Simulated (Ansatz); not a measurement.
Species: C$_{2}$H$_{7}$O$_{2}$Si, charge -1, multiplicity 1. It need not be the lowest isomer of its formula. Whether it binds its extra electron was not tested at this geometry. SMILES: CO[SiH-]OC
Geometry from a B3LYP-D3(BJ)/def2-TZVP (Ansatz, an electronic-structure program) optimisation:
```xyz
12

Si    -0.0028     0.3284     1.0360
O     -1.0750     0.5874    -0.3383
C     -2.0444    -0.3667    -0.6275
O      1.2539    -0.6334     0.3015
C      1.8510    -0.2388    -0.8996
H      0.6843     1.7156     0.8211
H     -1.6824    -1.1275    -1.3403
H     -2.3804    -0.9077     0.2745
H     -2.9262     0.1109    -1.0820
H      2.6574    -0.9397    -1.1632
H      1.1328    -0.2192    -1.7319
H      2.2828     0.7721    -0.8264
```
Charge -1, spin multiplicity 1.

Parts of the frozen-core correlation energy in aug-cc-pV(D+d)Z (Ansatz, hartree). Frozen orbitals: 9; correlated occupied orbitals by spin: 16 and 16; virtual: 162 and 162. No spin-orbit coupling. Non-relativistic.

```csv
term,value
reference (HF),-518.52704
MP2 opposite-spin,-0.61939
MP2 same-spin,-0.19966
CCSD correlation,-0.87027
(T),-0.02920
T1 diagnostic,0.015
largest doubles amplitude,0.033
```
